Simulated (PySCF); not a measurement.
## Mo(30+) (molybdenum, charge +30): Hartree-Fock from Schrödinger to Dirac-Coulomb-Breit

Occupied: 1s1/2, 2s1/2, 2p1/2, 2p3/2, 3s1/2. Hartree-Fock calculated with PySCF 2.14 in an uncontracted even-tempered set (17 s from 2.1 bohr⁻², ratio 2.7; 13 p from 2.6 bohr⁻², ratio 2.7), Gaussian nucleus throughout. NR is non-relativistic, sf-X2C the spin-free one-electron X2C Hamiltonian, X2C adds the bare one-electron spin-orbit term, X2C-SNSO screens it by Boettger's factors, DC is four-component Dirac-Coulomb, and the Gaunt and Breit terms are added at first order (total energies over the DC spinors, levels after relaxing the spinors in that mean field). QED terms are absent. Levels marked empty are virtual spinors of this ion; the basis has s and p functions only, so 3d, which can lie below the n = 4 levels, is absent.

| level (eV) | NR | sf-X2C | X2C | X2C-SNSO |
| --- | --- | --- | --- | --- |
| 1s1/2 | -21220.1 | -21713.9 | -21713.1 | -21713.2 |
| 2s1/2 | -4302.0 | -4430.8 | -4430.6 | -4430.6 |
| 2p1/2 | -4087.9 | -4126.7 | -4206.8 | -4202.8 |
| 2p3/2 | -4087.9 | -4126.7 | -4089.4 | -4091.2 |
| 3s1/2 | -1686.0 | -1723.3 | -1723.2 | -1723.2 |
| 3p1/2 (empty) | -1567.7 | -1582.0 | -1600.7 | -1599.8 |
| 3p3/2 (empty) | -1567.7 | -1582.0 | -1573.2 | -1573.7 |
| 4s1/2 (empty) | -866.04 | -880.12 | -880.11 | -880.11 |

Problem. Where do the four-component calculations put these levels?

Solution. 1s1/2: DC -21727.7, DC+Gaunt -21689.8, DC+Breit -21692.2; 2s1/2: DC -4432.2, DC+Gaunt -4428.7, DC+Breit -4428.9; 2p1/2: DC -4203.4, DC+Gaunt -4197.1, DC+Breit -4197.8; 2p3/2: DC -4092.3, DC+Gaunt -4087.9, DC+Breit -4088.5; 3s1/2: DC -1723.6, DC+Gaunt -1722.7, DC+Breit -1722.8; 3p1/2 (empty): DC -1599.9, DC+Gaunt -1598.4, DC+Breit -1598.7; 3p3/2 (empty): DC -1573.9, DC+Gaunt -1572.9, DC+Breit -1573.1; 4s1/2 (empty): DC -880.23, DC+Gaunt -879.92, DC+Breit -879.96 (eV).

```csv
Hamiltonian,E (hartree),E − E(DC) (hartree),CPU seconds
NR,-3301.3938,69.1546,0.19
sf-X2C,-3369.3532,1.1952,0.11
X2C,-3369.8009,0.7474,0.13
X2C-SNSO,-3369.7584,0.7900,0.13
DC,-3370.5484,0.0000,6.4
DC+Gaunt,-3368.2162,2.3322,11
DC+Breit,-3368.4203,2.1281,33
```

Weight of the small component: 1s1/2 0.0235, 2s1/2 0.00502, 2p1/2 0.00495, 2p3/2 0.00480, 3s1/2 0.00180, 3p1/2 0.00174, 3p3/2 0.00171, 4s1/2 0.000830.

Koopmans' value for the highest occupied level at DC+Breit: 1722.8 eV, against an ionisation energy of 1730.1 ± 2.5 eV (semi-empirical (NIST evaluation); NIST Atomic Spectra Database, ionization energies); the former lacks relaxation, correlation, QED and recoil.

The whole ladder took 52 s of wall time on 1 thread of Intel(R) Xeon(R) 6975P-C (shared host), launched as `OMP_NUM_THREADS=1 python relrun2.py TASK.json OUT` (a driver that calls PySCF for each Hamiltonian).
